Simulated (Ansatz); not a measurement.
Compare A (`CC1=C(C)CCC1`) with its isomer B (`C1C[C@H]2CC[C@@H]1C2`).

Gas-phase electronic energies from Ansatz, PBE0-D4/def2-TZVP geometries. CCSD(T)/CBS adds triple-zeta CCSD(T) − MP2 to the extrapolated MP2 energy (def2 sets, frozen cores). DFT in def2-TZVPP. B3LYP here is the variant with VWN-RPA as its local correlation; programs differ in this.

Problem. Which is lower in electronic energy at CCSD(T)/CBS, and by how much? (An estimate is asked.)

Solution. The calculation gave: B, by 25.6 kJ/mol.

Problem. Give E(B) − E(A) in kJ/mol with B2PLYP, LDA (SPW92), r2SCAN-D4, HF/def2-TZVPP, PBE0-D4, B3LYP-D4, ωB97M-V. (Best estimate.)

Solution. Computed: B2PLYP -8.3, LDA (SPW92) -36.1, r2SCAN-D4 -16.2, HF/def2-TZVPP -1.4, PBE0-D4 -26.6, B3LYP-D4 -1.0, ωB97M-V -26.3. None reverses the order clearly.

Largest T1 diagnostic: 0.010.

Leaving LDA and LC-ωPBE aside and taking each functional with its dispersion term where it has one, the values, not all of them listed here, spread over 47.6 kJ/mol, from PBE-QIDH to BLYP-D4. LDA lies −26.9 kJ/mol from PBE without D4. From BLYP to BHLYP (50 % exact exchange), in def2-TZVPP and without D4, E(B) − E(A) moves by −28.5 kJ/mol.
